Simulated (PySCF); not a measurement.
# Co: ionisation energy

Co [Ar] 3d7 4s2 (4F) → Co⁺ [Ar] 3d8 (3F), as a difference of total energies. All numbers are calculated (PySCF 2.14, no relativity, point nucleus, in cc-pVTZ (7s6p4d2f1g, 68 functions)). Correlated levels: valence: [Ar] frozen. The calculations carry no spin-orbit coupling.

| method | ionisation energy (eV) | difference from reference (eV) |
| --- | --- | --- |
| UHF | 7.850 | -0.019 |
| PBE0 | 7.379 | -0.490 |
| MN15 | 6.680 | -1.189 |
| MP2 (valence) | 6.894 | -0.975 |
| SCS-MP2 (valence) | 6.926 | -0.943 |

Reference: 7.869 eV (measured; NIST levels, between the centres of gravity of the two terms).

These non-relativistic numbers lack the scalar-relativistic shift.

Errors of the correlated levels include the incompleteness of this basis and the frozen core.

MP2 underrates the near-degeneracy of ns² with np² in the lower species.
